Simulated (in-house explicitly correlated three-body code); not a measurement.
Computed with an exponentially correlated three-body code. Model: two electrons around a point charge, non-relativistic, variational in 260 exponentially correlated functions (energies converged to about 1e-7 hartree, or 1e-8 relative for large Z).

Command:
```bash
python run_hyl.py task.json out
```
Settings (lengths in bohr, energies in hartree):
```
Z                      14
screening              7
interaction_strength   1
functions              260
states_tried           1
```

Cost of the run: 20 s on 1 thread of Arm Neoverse N1, on a shared host.

**Ground state only, binding against the one-electron ion.**

Given: nuclear charge 14; Yukawa screening of all interactions 7 1/bohr.

Computed: one-electron threshold -29.0309363 hartree.

```
term  energy (hartree)  binding (eV)
1 1S       -54.8612149        702.88
```

**Converged states only, values per electron or pair (inverse distances are <exp(-kr)/r>).**

```json
{"term": "1 1S", "mean r (bohr)": "0.13344", "mean r squared (bohr²)": "0.024888", "mean inverse r (1/bohr)": "7.106", "mean r12 (bohr)": "0.19749", "mean inverse r12 (1/bohr)": "3.0872", "mean cosine": "-0.007698", "mean p1 dot p2 (bohr⁻²)": "1.0419", "delta r1 (bohr⁻³)": "622.86", "delta r12 (bohr⁻³)": "61.01"}
```

**Static dipole response.**

```tsv
state	polarisability (bohr³)
1 1S	0.00067359
```
